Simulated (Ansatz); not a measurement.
This geometry of BClFH + ClH (6 atoms, charge 0, multiplicity 1) is a first-order saddle point.

These are results of RKS B3LYP-D4/cc-pVDZ in Ansatz, not measurements.

```xyz
6
Properties=species:S:1:pos:R:3
B -0.107 -0.246 0.051
H -0.095 0.274 1.267
F 1.044 -0.009 -0.585
Cl -1.673 0.055 -0.726
Cl -0.010 -2.218 0.845
H -0.022 -0.755 1.437
```

Q: Which two structures does it join? (They come from a converged band through this point; their orientation in space is the band's.)

A: Bonds broken: B1–H2, Cl5–H6. Bonds formed: B1–Cl5, H2–H6. BClFH + ClH becomes BCl2F + H2.

First end point:

```xyz
6
Properties=species:S:1:pos:R:3
B 0.041 0.423 -0.186
H 0.287 0.913 0.878
F 1.006 0.146 -1.051
Cl -1.632 0.125 -0.670
Cl 0.323 -2.372 1.457
H -0.888 -2.135 1.863
```

Last end point:

```xyz
6
Properties=species:S:1:pos:R:3
B -0.011 -0.741 -0.578
H -0.039 0.442 2.198
F 0.926 0.189 -0.472
Cl -1.620 -0.278 -1.103
Cl 0.391 -2.408 -0.200
H -0.511 -0.103 2.444
```

Q: How far does it lie above each of them?

A: 1.08 eV above the first and 1.61 eV above the second. This is the barrier of this one path; another mechanism may lie lower. The orbitals stay closed-shell, which can raise the energy where a bond breaks towards radicals; this wasn't checked here.

Run time: 6 min on 1 thread of Arm Neoverse V2, with other jobs on the host, peak memory 0.14 GiB.
